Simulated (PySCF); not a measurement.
Ge(H)(OH)(NH2)2 (GeH6N2O), SMILES [NH2][GeH]([OH])[NH2].

Geometry: B3LYP-D3(BJ)/def2-SVP. The structure was generated by enumeration, and PubChem lists no compound with its InChIKey, so it may never have been made. The values are those of a single conformer.

All values below come from TDDFT-B3LYP/def2-SVPD in PySCF 2.14.0.

Vertical excitations. 

Computed excitation energies, oscillator strengths and character:
```json
[
 {"state": "S1", "energy (eV)": "6.23", "λ (nm)": "199", "f": "0.036", "main pairs": "HOMO→LUMO 89 %"},
 {"state": "S2", "energy (eV)": "6.37", "λ (nm)": "194", "f": "0.054", "main pairs": "HOMO−1→LUMO 83 %"},
 {"state": "S3", "energy (eV)": "6.68", "λ (nm)": "186", "f": "0.042", "main pairs": "HOMO→LUMO+1 76 %"},
 {"state": "S4", "energy (eV)": "6.93", "λ (nm)": "179", "f": "0.015", "main pairs": "HOMO−1→LUMO+1 86 %"},
 {"state": "S5", "energy (eV)": "6.97", "λ (nm)": "178", "f": "0.012", "main pairs": "HOMO→LUMO+2 77 %, HOMO−1→LUMO+2 13 %"},
 {"state": "S6", "energy (eV)": "7.16", "λ (nm)": "173", "f": "0.040", "main pairs": "HOMO−1→LUMO+2 69 %, HOMO→LUMO+2 17 %"},
 {"state": "S7", "energy (eV)": "7.31", "λ (nm)": "170", "f": "0.023", "main pairs": "HOMO−2→LUMO 73 %, HOMO−1→LUMO+2 12 %"},
 {"state": "S8", "energy (eV)": "7.37", "λ (nm)": "168", "f": "0.065", "main pairs": "HOMO→LUMO+3 86 %"},
 {"state": "S9", "energy (eV)": "7.51", "λ (nm)": "165", "f": "0.028", "main pairs": "HOMO−1→LUMO+3 91 %"},
 {"state": "S10", "energy (eV)": "7.95", "λ (nm)": "156", "f": "0.004", "main pairs": "HOMO−2→LUMO+1 91 %"},
 {"state": "T1", "energy (eV)": "5.89", "λ (nm)": "211", "f": "0", "main pairs": "HOMO→LUMO 66 %, HOMO−1→LUMO 12 %"},
 {"state": "T2", "energy (eV)": "5.99", "λ (nm)": "207", "f": "0", "main pairs": "HOMO−1→LUMO 49 %, HOMO→LUMO+1 36 %"},
 {"state": "T3", "energy (eV)": "6.36", "λ (nm)": "195", "f": "0", "main pairs": "HOMO→LUMO+1 34 %, HOMO−1→LUMO 28 %, HOMO→LUMO 27 %, HOMO−1→LUMO+1 7 %"},
 {"state": "T4", "energy (eV)": "6.54", "λ (nm)": "190", "f": "0", "main pairs": "HOMO−1→LUMO+1 41 %, HOMO→LUMO+2 23 %, HOMO−1→LUMO+2 17 %, HOMO→LUMO+1 10 %"}
]
```
Triplets are in the Tamm–Dancoff approximation, which puts them higher than full response would, so one can lie above its singlet here.
